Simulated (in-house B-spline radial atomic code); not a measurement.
RPA and G0W0 for Si⁴⁺, [He] 2s2 2p6, as one setting changes: the highest l of the empty states. Start: r2SCAN. A dash marks a level of low quasi-particle weight. Computed with a B-spline radial code for spherical atoms: all electrons, non-relativistic, point nucleus, each spin shell either full or empty, empty states to the listed l with an (l + 1/2)⁻⁴ tail; G0W0 by contour deformation at full frequency.

```
highest l of the empty states  RPA summed (Eh)  RPA extrapolated (Eh)  G0W0 level (eV)
                            3         -0.54104                -0.5984       2p -166.36
                            4         -0.57308               -0.60743       2p -166.59
                            5                ?                      ?                ?
                            6         -0.59156                -0.6017       2p -166.55
                            7         -0.59469               -0.60107       2p -166.55
                            8                ?                      ?                ?
                            9         -0.59758               -0.60055       2p -166.55
                           10         -0.59828               -0.60042       2p -166.55
                           11         -0.59875               -0.60034       2p -166.55
```

Question: What belongs in the row for 5?

Answer: RPA summed (Eh): -0.58566; RPA extrapolated (Eh): -0.60319; G0W0 level (eV): 2p -166.56.

Question: What belongs in the row for 8?

Answer: RPA summed (Eh): -0.59648; RPA extrapolated (Eh): -0.60074; G0W0 level (eV): 2p -166.55.
